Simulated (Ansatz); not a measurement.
Molecule: sum formula WO4H4 (charge 0, triplet). The spin state was set by rule; other spins were not relaxed. 
Structure (B3LYP-D3(BJ)/def2-TZVP (Ansatz, a quantum-chemistry and plane-wave program) minimum search):
```
W
O 1 1.8810
H 2 0.9595 1 134.89
O 1 1.9136 2 111.78 3 89.79
H 4 0.9685 1 116.01 2 -123.33
O 1 1.9219 2 110.29 3 -121.27
H 6 0.9668 1 121.82 2 123.59
O 1 1.9566 2 130.76 3 -12.17
H 8 0.9638 1 117.68 2 -79.42
```
Charge 0, spin multiplicity 3.

Parts of the frozen-core correlation energy in def2-SVP (Ansatz, hartree). Frozen orbitals: 8; correlated occupied orbitals by spin: 18 and 16; virtual: 82 and 84. UHF or UKS for open shells. Spin-orbit coupling is left out. Past Kr the def2 sets carry scalar-relativistic core potentials.

```json
[
 {"term": "reference (HF)", "value": "-368.03683"},
 {"term": "MP2 opposite-spin", "value": "-0.65558"},
 {"term": "MP2 same-spin", "value": "-0.25726"},
 {"term": "CCSD correlation", "value": "-0.92473"},
 {"term": "(T)", "value": "-0.02765"},
 {"term": "T1 diagnostic", "value": "0.025"},
 {"term": "largest doubles amplitude", "value": "0.024"},
 {"term": "<S^2> of the reference", "value": "2.013"}
]
```
